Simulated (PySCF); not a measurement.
A PySCF script (with the pyscf-properties extension) for the NMR shieldings of SMILES [H][Zn][H], H2Zn, on a PBE0-D3(BJ)/def2-SVP geometry:

```python
import basis_set_exchange as bse
import numpy as np
from pyscf import gto, dft
from pyscf.prop import nmr

atoms = """
Zn    0.000040    0.000021    0.000000
H    -0.018945   -0.023413    1.550111
H     0.018916    0.023392   -1.550112
"""
names = {"Zn": "pcSseg-2", "H": "pcSseg-1"}
basis = {el: gto.basis.parse(bse.get_basis(n, elements=[el], fmt="nwchem")) for el, n in names.items()}
mol = gto.M(atom=atoms, basis=basis, charge=0, verbose=0)
mf = dft.RKS(mol, xc="PBE0")
mf.grids.level = 2
mf.grids.alignment = dft.numint.BLKSIZE   # the property module wants whole blocks of grid points
mf.conv_tol = 1e-9
mf.kernel()

calc = nmr.RKS(mf)   # GIAO
C = mf.mo_coeff
Co = C[:, mf.mo_occ > 0]
resp = mf.gen_response(singlet=True, hermi=2)
def vind(x):   # induced exchange potential for any number of trial vectors
    d = np.einsum("pi,xij,qj->xpq", C, 2 * x.reshape(-1, C.shape[1], Co.shape[1]), Co, optimize=True)
    return np.einsum("xpq,pi,qj->xij", resp(d - d.transpose(0, 2, 1)), C, Co, optimize=True).ravel()
mo1, _ = nmr.rhf.solve_mo1(calc, with_cphf=vind)
sigma = calc.kernel(mo1)
for i, s in enumerate(sigma):   # ppm
    w = np.linalg.eigvalsh((s + s.T) / 2)
    print("%2d %-2s iso %8.1f  s11 %8.1f  s22 %8.1f  s33 %8.1f" % (i, mol.atom_pure_symbol(i), w.mean(), *w))
```

Q: Give the expected output.

A: 
```
 0 Zn iso   1657.4  s11   1225.9  s22   1225.9  s33   2520.6
 1 H  iso     26.9  s11     20.4  s22     20.4  s33     39.9
 2 H  iso     26.9  s11     20.4  s22     20.4  s33     39.9
```

These numbers come from an equivalent density-fitted implementation of the same equations, which agrees with the script to about 0.01 ppm for H and up to a few tenths of a ppm for heavy atoms, so last digits may differ.

Q: Turn these shieldings into chemical shifts. References, each an isolated molecule treated in the same way: TMS for ¹H (σref 31.27).

A: Averaging equivalent atoms: H 1/2: 4.33 ppm. No reference was computed at this level for Zn. 

Size and cost of the density-fitted run: 83 basis functions, 3.1 s wall time on 1 thread of an Arm Neoverse V1, shared host.
